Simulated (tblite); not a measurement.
Compound: C₇H₁₂Si.
Cartesian coordinates in Å at the GFN2-xTB level; atoms count from 1:
```xyz
20
C7H12Si angstrom
C      2.7245   -0.2359   -0.3927
C      1.6499   -0.5383    0.3102
C      0.5738    0.4418    0.6885
C      0.2907    0.3792    2.1894
C     -0.6395    0.1306   -0.1330
C     -1.8394   -0.3662    0.1994
Si    -2.5014   -0.3493   -1.5629
C     -0.6992    0.3274   -1.6297
H      3.4640   -0.9742   -0.6544
H      2.9128    0.7683   -0.7368
H      1.4744   -1.5543    0.6394
H      0.9127    1.4514    0.4233
H     -0.0179   -0.6236    2.4759
H     -0.5022    1.0762    2.4521
H      1.1855    0.6384    2.7515
H     -2.1879   -0.6404    1.1817
H     -3.5543    0.6113   -1.8912
H     -2.7307   -1.6338   -2.2230
H      0.0423   -0.2648   -2.1644
H     -0.5631    1.3668   -1.9264
```

All values are computed: GFN2-xTB (tblite) harmonic vibrations without scaling, gas phase. Against measured fundamentals such values can be off by several per cent, at times by over 20. Modes of hydrogen on silicon can be 10 to 20 % off. One conformer, not necessarily the lowest.

Harmonic wavenumbers (cm⁻¹): 34.9, 55.7, 103.9, 188.1, 223.4, 232.5, 290.9, 357.2, 427.4, 451.8, 471.8, 483.3, 576.4, 608.8, 661.7, 698.8, 736.1, 775.6, 805.7, 836.7, 876.2, 893.7, 920.2, 981.7, 1021.4, 1042.8, 1063.2, 1091.2, 1121.5, 1155.0, 1170.9, 1215.8, 1251.4, 1295.0, 1315.5, 1404.1, 1417.8, 1469.4, 1498.8, 1503.7, 1628.6, 1713.2, 2250.4, 2262.5, 2907.2, 2974.2, 2994.3, 3027.7, 3031.3, 3037.0, 3055.9, 3080.3, 3094.7, 3118.5.

A = 3074, B = 1060, C = 855.7 MHz; mass 124.071 u (most abundant isotopes); point group C1, symmetry number 1.

Q: Zero-point energy?

A: Half the sum of the wavenumbers: 35453 cm⁻¹ = 101.36 kcal/mol.

Q: Entropy at 500 K, 1 bar (ideal gas, RRHO, classical rotation)?

A: Translation 42.96, rotation 30.68, vibration 50.24: S = 123.9 cal/(mol K).

Q: And Cp and H(500 K) − H(0)?

A: Cp = 59.49 cal/(mol K), of which vibrations give 51.54 (their classical limit is 54 R = 107.3); H(500 K) − H(0) = 17.01 kcal/mol without the zero-point energy, 13.03 from vibrations.

Q: What must be added to the electronic energy to get the Gibbs energy at 500 K and 1 bar?

A: ZPE + [H(500 K) − H(0)] − T·S = 101.36 + 17.01 − 61.93 = 56.44 kcal/mol.

Q: Which modes carry the vibrational entropy at 500 K?

A: 34.9 cm⁻¹: 6.56; 55.7 cm⁻¹: 5.63; 103.9 cm⁻¹: 4.39; 188.1 cm⁻¹: 3.23; 223.4 cm⁻¹: 2.90; 232.5 cm⁻¹: 2.82 cal/(mol K); the other 48 give 24.71 together.

Q: How do the functions run with temperature in this model?

A: 
```
 T (K)  S (cal/(mol K))  Cp (cal/(mol K))  H − H(0) (kcal/mol)  G − H(0) (kcal/mol)  ln q(vib)
    50             59.2              12.9                 0.52                -2.44       0.74
   100             69.6              17.7                 1.28                -5.68       1.95
298.15             98.4              39.6                 6.90               -22.44       6.90
373.15            108.2              47.7                10.18               -30.20       8.84
   750            151.3              75.8                34.07               -79.42      18.61
  1000            174.7              86.4                54.44              -120.25      24.68
```

q(vib) and H(0) count from the zero-point level.

Q: Blend soft modes into free rotors: weight 1/[1 + (100 cm⁻¹/ν̃)⁴] for the oscillator and the rest for a rotor with moment μB/(μ + B), μ = h/(8π²ν), B = 10⁻⁴⁴ kg m². What vibrational entropy results?

A: 46.05 cal/(mol K) in place of 50.24, which changes −T·S at 500 K by +2.09 kcal/mol.

Hindered rotation and anharmonicity are outside this model. Other conformers, if any are populated, would add a mixing term that is left out. The structure is chiral; the term R ln 2 for an equal mix with its mirror image is left out.

The run took 1.4 s on Arm Neoverse N1, one thread, no GPU, shared host. This covers the Hessian and the dipole derivatives.
